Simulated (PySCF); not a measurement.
A side-by-side comparison of computed properties.

First species: C5H14OSi2.
Z-matrix (Å and degrees, GFN2-xTB geometry), rows numbered from 1:
```
C 
C   1  1.5241
C   2  1.5255  1  112.08
C   3  1.5277  2  112.08  1  -179.38
C   4  1.5414  3  111.83  2  -174.94
Si  5  1.9066  4  107.79  3  -157.51
O   6  1.6406  5   98.48  4    23.97
Si  7  1.6378  6  119.83  5    -6.78
H   1  1.0876  2  110.69  3  -179.32
H   1  1.0880  2  110.53  3   -59.23
H   1  1.0878  2  110.48  3    60.61
H   2  1.0925  1  109.40  3   121.32
H   2  1.0928  1  109.58  3  -121.09
H   3  1.0934  2  109.07  1   -58.01
H   3  1.0950  2  109.03  1    58.96
H   4  1.0976  3  107.39  2   -57.40
H   5  1.0932  4  108.71  3   -39.49
H   5  1.0906  4  110.70  3    76.87
H   6  1.4601  5  114.16  4   -89.26
H   6  1.4576  5  114.62  4   136.47
H   8  1.4606  4  113.93  3    36.49
H   8  1.4575  4  114.65  3   -97.64
```

Second species: C₅H₁₂O₃Si₂.
Bonds: C1–C2, C2–C3, C2–C4, C4–O5 (double), C2–Si6, Si6–Si7, Si7–C8, C8–O9 (double), C8–O10. Hydrogens: H11, H12, H13 on C1; H14, H15, H16 on C3; H17 on C4; H18, H19 on Si6; H20, H21 on Si7; H22 on O10.

Levels: PBE0/pcSseg-1 for HOMO energy, LUMO energy and HOMO–LUMO gap. Geometries: GFN2-xTB. All species are isolated and taken at one optimised geometry, non-relativistic unless stated; the electronic structure was computed with PySCF and density fitting.

```
     property  column X  column Y
  HOMO energy  -7.46 eV  -7.97 eV
  LUMO energy  -1.45 eV   0.39 eV
HOMO–LUMO gap   6.01 eV   8.36 eV
```

(1) Which column belongs to which species?

(2) How does each property change from the first species to the second?

Results:

(1) Column X is the second species and column Y the first. The first has 22 atoms and 80 electrons, the second 22 and 94.

(2) HOMO energy +0.51 eV; LUMO energy -1.84 eV; HOMO–LUMO gap -2.35 eV.

One conformer stands for the species.
